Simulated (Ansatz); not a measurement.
Consider the ligand exchange at a Zn–Br bond: `[Br][Zn][Br]` + dimethylamine → `C[N](C)[Zn][Br]` + HBr.

Program: Ansatz. Geometries: PBE0-D4/def2-TZVP. ΔE: electronic, gas phase. CCSD(T)/CBS is the MP2 limit (def2-TZVPP, def2-QZVPP) plus CCSD(T) − MP2 in def2-TZVPP, frozen cores. Functionals use def2-TZVPP. B3LYP here is the variant with VWN-RPA as its local correlation; programs differ in this. For Br, Zn outer-core shells are correlated without core-valence functions, which leaves a few kJ/mol of doubt a bond. Scalar relativity is left out up to krypton. Each species was taken in one conformer, which may not be the lowest.

```csv
level,ΔE (kcal/mol)
PBE-D4,31.7
r2SCANh-D4,34.4
PBE,32.4
r2SCAN,33.7
B3LYP,34.6
CCSD/def2-TZVPP,33.3
MP2/CBS(def2),33.8
CCSD/CBS(def2),36.0
```

Question: What does CCSD(T)/CBS give? (Best estimate.)

Answer: The calculation gave: +34.6 kcal/mol. The listed levels differ from it by -2.9, -0.2, -2.2, -0.9, 0.0, -1.3, -0.8, 1.4 kcal/mol.

Question: What do rigid-rotor, harmonic-oscillator terms from PBE0-D4/def2-TZVP frequencies (298.15 K, 1 bar) make of the CCSD(T)/CBS value? (Best estimate.)

Answer: Computed: ΔZPE = -3.9 kcal/mol, ΔH = +31.4 kcal/mol, ΔS = 6 J/(mol·K), ΔG = +30.9 kcal/mol.

Largest T1 diagnostic among the species: 0.013.

At CCSD(T), def2-SVP lies −1.3 kcal/mol from the extrapolated value and def2-TZVPP −2.7 kcal/mol. Leaving LDA and LC-ωPBE aside and taking each functional with its dispersion term where it has one, the values, not all of them listed here, spread over 6.3 kcal/mol, from BLYP-D4 to BHLYP-D4. LDA lies −3.4 kcal/mol from PBE without D4. In def2-TZVPP, CCSD(T) changes the Hartree–Fock value by −11.5 kcal/mol (the triples alone add −1.4 kcal/mol) and MP2 by −12.3 kcal/mol.
